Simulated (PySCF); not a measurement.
**Sb: excitation energy**

Sb [Kr] 4d10 5s2 5p3 (4S) → Sb [Kr] 4d10 5s1 5p3 5d1 (6D), as a difference of total energies. Computed with PySCF 2.14 in aug-cc-pVTZ-PP with one added diffuse shell each of d, f type with ECP28MDF (6s5p5d3f, 67 functions), with scalar relativity through the core potential. Correlated levels: valence: 4s2 4p6 4d10 frozen. The calculations carry no spin-orbit coupling.

```csv
method,excitation energy (cm⁻¹)
UHF,86887
LDA,108810
PBE,105260
PBE0,102940
r2SCAN,102210
BLYP,108230
wB97M-V,103850
B2PLYP,103350
BHandHLYP,104360
MP2 (valence),95689
SCS-MP2 (valence),98331
```

The upper state lies above the first ionisation limit, but in LS coupling its spin forbids autoionisation to the ground ion; at this Z spin-orbit coupling breaks that rule.

The promoted electron is Rydberg-like, and one or two diffuse shells describe it only roughly, which tends to raise the upper state.
